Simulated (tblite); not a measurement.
Problem. Write Cartesian coordinates for `C#C[C@](C)(C#N)CS[CH2]` [radical] as optimised with GFN2-xTB. (Doublet state.)

Solution. 
```xyz
17
C7H8NS angstrom
C     -1.6794    1.6818   -1.3526
C     -1.2976    0.9592   -0.4796
C     -0.8381    0.0862    0.5950
C     -1.3036   -1.3566    0.3503
C     -1.4283    0.5696    1.8346
N     -1.8917    0.9411    2.8102
C      0.6880    0.1745    0.7404
S      1.5309   -0.3658   -0.7998
C      3.1430   -0.3218   -0.2673
H     -2.0093    2.3044   -2.1296
H     -2.3886   -1.3936    0.2808
H     -0.9808   -1.9992    1.1672
H     -0.8782   -1.7213   -0.5817
H      1.0353   -0.4731    1.5470
H      0.9938    1.2035    0.9388
H      3.8687   -0.6909   -0.9629
H      3.4288    0.4141    0.4589
```

Orientation and origin are arbitrary. Atoms count from 1 in this order. The 2 C–S bonds span 1.698 Å (S8–C9, drawn single) to 1.837 Å (C7–S8, drawn single), a spread of 0.139 Å. C9 (carbon bonded to S and 2 H) has angles 119.7°, 118.9° and 115.5°, sum 354.1°, 0.17 Å off the plane of its three neighbours. The C–C distances run from 1.196 Å (C1≡C2, drawn triple) to 1.536 Å (C3–C4, drawn single), a spread of 0.340 Å. Of the pairs four or more bonds apart, S8···H13 is among the closest relative to their van der Waals radii: 2.77 Å, 92 % of the sum of Bondi's values.

Bonds between heavy atoms (Å): C1≡C2 1.196, C2–C3 1.459, C3–C4 1.536, C3–C5 1.455, C5≡N6 1.142, C3–C7 1.536, C7–S8 1.837, S8–C9 1.698.

Structure optimised with GFN2-xTB, isolated species. This method treats the open shell by occupation alone, without spin polarisation.

Point group: C1 (no symmetry element, even within 0.4 Å). Its GFN2-xTB frequencies are all real (lowest 23 cm⁻¹). Torsions: C2–C3–C7–S8 -61°, C3–C7–S8–C9 -174°, C7–S8–C9–H 174° and -33°.

One conformer stands for the species.

The numbers are calculated, not measured.
